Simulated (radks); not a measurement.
Charge is removed step by step from the 2s level of N3+, starting from [He] 2s2. Method: scalar-relativistic Kohn-Sham, PBE, spin-unpolarised, spherical densities, point nucleus; computed with a radial shooting solver on a logarithmic mesh with Libxc functionals.

removed (e)  E - E(0) (eV)  eigenvalue (eV)  E minus straight line (eV)
0                    0.000          -68.125                       0.000
0.1                  6.908          -70.047                      -0.873
0.2                 14.009          -71.977                      -1.554
0.3                 21.304          -73.913                      -2.042
0.4                 28.792          -75.856                      -2.335
0.5                 36.475          -77.804                      -2.434
0.6                 44.353          -79.756                      -2.338
0.7                 52.426          -81.710                      -2.047
0.8                 60.695          -83.666                      -1.560
0.9                 69.159          -85.621                      -0.878
1                   77.819          -87.573                       0.000

Removing the whole electron costs 77.819 eV by Delta-SCF, against 68.125 eV from minus the eigenvalue at the starting occupation. Slater's transition state (half an electron removed) gives 77.804 eV. Integrating minus the eigenvalue over the occupation (Janak's theorem) gives 77.820 eV. In this scalar-relativistic scheme the density is built from large components alone, so the theorem holds only approximately. The mean slope of the eigenvalue, de/dn, is 19.4 eV per electron. Ionisation energy of N3+ in the NIST Atomic Spectra Database: 77.474 eV (measured).

Beside tabulated values, note that spin-unpolarised runs miss the spin-polarisation part of the exchange energy of open shells.
